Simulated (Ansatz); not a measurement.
`[SiH3]C1C[SiH2]C1` → `[SiH3]C[SiH]1CC1`  (isomerisation)

Isolated molecules relaxed with PBE0-D4/def2-TZVP in Ansatz; ΔE leaves out vibrations. CBS: MP2 limit from def2 TZ/QZ plus the TZ coupled-cluster correction, frozen cores. Functionals use def2-TZVPP. B3LYP here is the variant with VWN-RPA as its local correlation; programs differ in this. One conformer a species, not always the lowest.

**Question.** Is it downhill or uphill in electronic energy at CCSD(T)/CBS, and by how much? (Best estimate.)

**Answer.** Computed: Uphill: ΔE = +5.2 kJ/mol.

**Question.** What do these levels give: r2SCAN-D4, PBE0-D4, ωB97X-V, ωB97M-V, B2PLYP, PBE, B3LYP, HF/def2-TZVPP, MP2/def2-TZVPP, CCSD(T)/def2-TZVPP, HF/def2-QZVPP, MP2/def2-QZVPP? (An estimate is asked.)

**Answer.** Computed: r2SCAN-D4 -6.0, PBE0-D4 2.6, ωB97X-V 6.8, ωB97M-V 3.3, B2PLYP -0.4, PBE -4.9, B3LYP -4.4, HF/def2-TZVPP 6.2, MP2/def2-TZVPP 4.9, CCSD(T)/def2-TZVPP 5.8, HF/def2-QZVPP 5.7, MP2/def2-QZVPP 4.4 kJ/mol.

Largest T1 diagnostic among the species: 0.011.

From PBE to PBE0 (25 % exact exchange), in def2-TZVPP and without D4, ΔE moves by +4.0 kJ/mol. The D4 term adds +7.1 kJ/mol with B3LYP and +3.5 kJ/mol with PBE0; it sums over pairs of atoms, weighted by their polarisabilities, and B3LYP, whose exchange is more repulsive, gets the larger term.
